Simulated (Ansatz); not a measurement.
`[SiH3][SnH2][Cl]` + `CN[SiH2]CCl` → `C[NH][SnH2][SiH3]` + `ClC[SiH2]Cl`  (redistribution)

Isolated molecules relaxed with PBE0-D4/def2-TZVP in Ansatz; ΔE leaves out vibrations. CCSD(T)/CBS is the MP2 limit (def2-TZVPP, def2-QZVPP) plus CCSD(T) − MP2 in def2-TZVPP, frozen cores. DFT in def2-TZVPP. B3LYP here is the variant with VWN-RPA as its local correlation; programs differ in this. def2 core potentials past Kr. For Sn outer-core shells are correlated without core-valence functions, which leaves a few kJ/mol of doubt a bond. One conformer a species, not always the lowest.

| level | ΔE (kJ/mol) | difference from CCSD(T)/CBS |
| --- | --- | --- |
| PBE-D4 | 56.8 | -2.1 |
| r2SCAN-D4 | 61.6 | 2.7 |
| PBE0-D4 | 62.4 | 3.5 |
| B3LYP-D4 | 65.9 | 7.0 |
| ωB97X-V | 63.6 | 4.7 |
| ωB97M-V | 64.0 | 5.1 |
| r2SCAN | 61.4 | 2.5 |
| PBE0 | 62.0 | 3.1 |
| B3LYP | 65.5 | 6.6 |
| HF/def2-TZVPP | 78.4 | 19.5 |
| CCSD(T)/def2-TZVPP | 56.1 | -2.8 |
| MP2/def2-QZVPP | 56.8 | -2.1 |
| SCS-MP2/def2-QZVPP | 59.1 | 0.2 |
| HF/CBS(def2) | 79.4 | 20.5 |
| MP2/CBS(def2) | 57.7 | -1.2 |
| CCSD/CBS(def2) | 62.4 | 3.5 |
| CCSD(T)/CBS | 58.9 | 0 |

Largest T1 diagnostic among the species: 0.013.

From PBE to PBE0 (25 % exact exchange), in def2-TZVPP and without D4, ΔE moves by +5.6 kJ/mol. In def2-TZVPP, CCSD(T) changes the Hartree–Fock value by −22.3 kJ/mol (the triples alone add −3.5 kJ/mol) and MP2 by −23.5 kJ/mol.
